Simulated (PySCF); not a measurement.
BH₄, SMILES [BH4-], charge -1.

Geometry: B3LYP-D3(BJ)/def2-TZVPD.

All values below come from M06-2X/def2-TZVPD run with PySCF.

Isolated molecule, no solvent.

| Quantity | Value |
|---|---|
| total energy | -27.23763 hartree |
| point group | Td |
| highest occupied level | -3.12 eV |
| lowest empty level | 3.98 eV |
| orbital gap | 7.09 eV |
| dipole moment about the centre of nuclear charge | 0.00 D |
| mean static polarisability | 38.0 bohr³ (5.63 Å³) |
| polarisability, principal values | 38.0, 38.0, 38.0 bohr³ |
